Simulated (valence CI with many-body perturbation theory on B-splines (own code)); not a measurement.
## E1 transitions of Bi LXXVIII

Level of theory: valence CI with perturbative core correlation (CI+MBPT): four valence electrons over a frozen Dirac-Fock core [He], a basis of 11 s, 11 p, 9 d, 7 f, 5 g, 2 h, 1 i functions for each j, with the one-electron correlation potential Σ1, the two-electron term Σ2, the three-electron term Σ3, Breit, model QED; selected CI, second order for the rest (own B-spline code, finite nucleus).

The last digits are not significant, and no measured levels were compared; by estimate large intervals hold to a few tenths of a per cent, small ones and those within an open d or f shell to about a per cent. Among the levels kept, up to 280 cm⁻¹ of a level comes from second order outside the variational space, and about a tenth of that is noise between levels of different J, which matters for small intervals.

Lines 101 to 150 of 240 in falling wavelength, among levels below 17606 eV, chosen from the strongest by gf and those to the six lowest levels. Wavelengths and rates use the calculated energies. Electric multipoles are in the length gauge, E1 and E2 with the static RPA response of the core. Weak lines are less certain than strong ones. Lines between different terms over intervals too small for the method are left out, as are lines whose strength nearly cancels. The highest levels of a list are the least certain.

Levels are named by their leading jj configuration (3d3/2^4 stands for four electrons in 3d with j = 3/2), which in mixed levels can hold well under half, so a name can repeat and another be missing. Letters in brackets count levels of one name in rising energy.

| λ vac (Å) | Upper | Lower | A (s⁻¹) | S (a.u.) |
| --- | --- | --- | --- | --- |
| 4.245 | (2s 2p1/2 2p3/2^2) J=1 [b] | (2s^2 2p1/2 2p3/2) J=1 | 1.35e+12 | 1.53e-04 |
| 4.234 | (2s 2p3/2^3) J=1 | (2s^2 2p3/2^2) J=2 | 5.36e+13 | 6.02e-03 |
| 4.223 | (2p1/2^2 2p3/2^2) J=2 | (2s 2p1/2^2 2p3/2) J=2 | 3.02e+13 | 5.61e-03 |
| 4.186 | (2p1/2 2p3/2^3) J=2 | (2s 2p1/2 2p3/2^2) J=3 | 1.54e+13 | 2.78e-03 |
| 1.112 | (2s 2p1/2^2 3s) J=1 | (2s 2p1/2^2 2p3/2) J=1 | 6.52e+13 | 1.33e-04 |
| 1.107 | (2s 2p1/2^2 3s) J=0 | (2s 2p1/2^2 2p3/2) J=1 | 3.94e+14 | 2.64e-04 |
| 1.107 | (2p1/2^2 2p3/2 3s) J=2 | (2p1/2^2 2p3/2^2) J=2 | 2.10e+14 | 7.04e-04 |
| 1.105 | (2p1/2^2 2p3/2 3s) J=1 | (2p1/2^2 2p3/2^2) J=2 | 3.47e+14 | 6.94e-04 |
| 1.102 | (2s 2p1/2 2p3/2 3s) J=3 | (2s 2p1/2 2p3/2^2) J=3 | 1.89e+14 | 8.76e-04 |
| 1.102 | (2s 2p1/2 2p3/2 3s) J=2 [a] | (2s 2p1/2 2p3/2^2) J=2 [a] | 1.88e+14 | 6.20e-04 |
| 1.101 | (2s 2p1/2^2 3s) J=1 | (2s 2p1/2^2 2p3/2) J=2 | 3.54e+14 | 7.00e-04 |
| 1.100 | (2s^2 2p1/2 3s) J=1 | (2s^2 2p1/2 2p3/2) J=2 | 3.47e+14 | 6.83e-04 |
| 1.099 | (2s 2p1/2 2p3/2 3s) J=2 [b] | (2s 2p1/2 2p3/2^2) J=3 | 2.90e+14 | 9.50e-04 |
| 1.099 | (2s^2 2p1/2 3s) J=0 | (2s^2 2p1/2 2p3/2) J=1 | 4.20e+14 | 2.75e-04 |
| 1.098 | (2s^2 2p1/2 3s) J=1 | (2s^2 2p1/2 2p3/2) J=1 | 6.84e+13 | 1.34e-04 |
| 1.098 | (2s 2p1/2 2p3/2 3s) J=1 [a] | (2s 2p1/2 2p3/2^2) J=2 [a] | 3.17e+14 | 6.22e-04 |
| 1.098 | (2s^2 2p3/2 3s) J=2 | (2s^2 2p3/2^2) J=2 | 2.14e+14 | 6.98e-04 |
| 1.097 | (2s^2 2p3/2 3s) J=1 | (2s^2 2p3/2^2) J=2 | 3.53e+14 | 6.90e-04 |
| 1.026 | (2s 2p1/2^2 3d3/2) J=1 | (2s 2p1/2^2 2p3/2) J=1 | 3.23e+14 | 5.17e-04 |
| 1.026 | (2s 2p1/2^2 3d3/2) J=2 | (2s 2p1/2^2 2p3/2) J=1 | 1.87e+13 | 4.98e-05 |
| 1.018 | (2s 2p1/2^2 3d3/2) J=1 | (2s 2p1/2^2 2p3/2) J=2 | 7.11e+13 | 1.11e-04 |
| 1.018 | (2s 2p1/2 2p3/2 3d3/2) J=2 [a] | (2s 2p1/2 2p3/2^2) J=2 [a] | 2.29e+14 | 5.96e-04 |
| 1.017 | (2s 2p1/2^2 3d3/2) J=2 | (2s 2p1/2^2 2p3/2) J=2 | 4.24e+14 | 1.10e-03 |
| 1.017 | (2s^2 2p1/2 3d3/2) J=2 | (2s^2 2p1/2 2p3/2) J=2 | 3.84e+14 | 9.98e-04 |
| 1.016 | (2s 2p1/2 2p3/2 3d3/2) J=2 [b] | (2s 2p1/2 2p3/2^2) J=3 | 3.20e+14 | 8.29e-04 |
| 1.016 | (2s^2 2p1/2 3d3/2) J=2 | (2s^2 2p1/2 2p3/2) J=1 | 4.26e+13 | 1.10e-04 |
| 1.015 | (2s^2 2p1/2 3d3/2) J=1 | (2s^2 2p1/2 2p3/2) J=2 | 6.78e+13 | 1.05e-04 |
| 1.014 | (2s^2 2p3/2 3d3/2) J=2 | (2s^2 2p3/2^2) J=2 | 2.57e+14 | 6.62e-04 |
| 1.013 | (2s 2p1/2 2p3/2 3d5/2) J=2 | (2s 2p1/2 2p3/2^2) J=1 [a] | 3.40e+14 | 8.73e-04 |
| 1.013 | (2s^2 2p1/2 3d3/2) J=1 | (2s^2 2p1/2 2p3/2) J=1 | 3.63e+14 | 5.58e-04 |
| 1.013 | (2s^2 2p3/2 3d3/2) J=3 | (2s^2 2p3/2^2) J=2 | 7.58e+13 | 2.72e-04 |
| 1.013 | (2s^2 2p3/2 3d3/2) J=1 | (2s^2 2p3/2^2) J=2 | 4.62e+14 | 7.11e-04 |
| 1.011 | (2s 2p1/2 2p3/2 3d5/2) J=1 | (2s 2p1/2 2p3/2^2) J=1 [a] | 6.28e+14 | 9.61e-04 |
| 1.011 | (2s 2p1/2 2p3/2 3d5/2) J=3 [b] | (2s 2p1/2 2p3/2^2) J=2 [b] | 2.36e+14 | 8.41e-04 |
| 1.009 | (2s 2p1/2 2p3/2 3d5/2) J=1 | (2s 2p1/2 2p3/2^2) J=0 | 1.58e+15 | 2.40e-03 |
| 1.009 | (2s 2p1/2^2 3d5/2) J=2 | (2s 2p1/2^2 2p3/2) J=1 | 2.19e+15 | 5.55e-03 |
| 1.002 | (2s^2 2p3/2 3d5/2) J=1 | (2s^2 2p3/2^2) J=0 | 1.36e+15 | 2.02e-03 |
| 1.002 | (2s 2p1/2 2p3/2 3p3/2) J=3 [a] | (2s^2 2p3/2^2) J=2 | 1.28e+13 | 4.45e-05 |
| 1.002 | (2s 2p1/2^2 3d5/2) J=3 | (2s 2p1/2^2 2p3/2) J=2 | 2.45e+15 | 8.52e-03 |
| 1.002 | (2s 2p1/2 2p3/2 3p3/2) J=1 [b] | (2s^2 2p3/2^2) J=0 | 1.14e+15 | 1.70e-03 |
| 1.001 | (2s 2p1/2 2p3/2 3d5/2) J=3 [b] | (2s 2p1/2 2p3/2^2) J=3 | 1.88e+15 | 6.53e-03 |
| 1.001 | (2s^2 2p1/2 3d5/2) J=2 | (2s^2 2p1/2 2p3/2) J=2 | 2.49e+14 | 6.16e-04 |
| 1.001 | (2s 2p1/2 2p3/2 3d5/2) J=2 | (2s 2p1/2 2p3/2^2) J=2 [a] | 1.65e+15 | 4.08e-03 |
| 1.001 | (2s 2p1/2 2p3/2 3d5/2) J=3 [a] | (2s 2p1/2 2p3/2^2) J=2 [a] | 3.25e+15 | 1.12e-02 |
| 1.001 | (2s^2 2p1/2 3d5/2) J=3 | (2s^2 2p1/2 2p3/2) J=2 | 2.46e+15 | 8.50e-03 |
| 1.000 | (2s 2p1/2^2 3d5/2) J=2 | (2s 2p1/2^2 2p3/2) J=2 | 2.03e+14 | 5.02e-04 |
| 0.9999 | (2s 2p1/2 2p3/2 3p3/2) J=2 [a] | (2s^2 2p3/2^2) J=2 | 2.58e+14 | 6.35e-04 |
| 0.9996 | (2s^2 2p1/2 3d5/2) J=2 | (2s^2 2p1/2 2p3/2) J=1 | 2.18e+15 | 5.36e-03 |
| 0.9986 | (2s^2 2p3/2 3d5/2) J=2 | (2s^2 2p3/2^2) J=2 | 1.48e+15 | 3.64e-03 |
| 0.9978 | (2s 2p1/2 2p3/2 3d5/2) J=3 [b] | (2s 2p1/2 2p3/2^2) J=2 [a] | 2.65e+14 | 9.09e-04 |
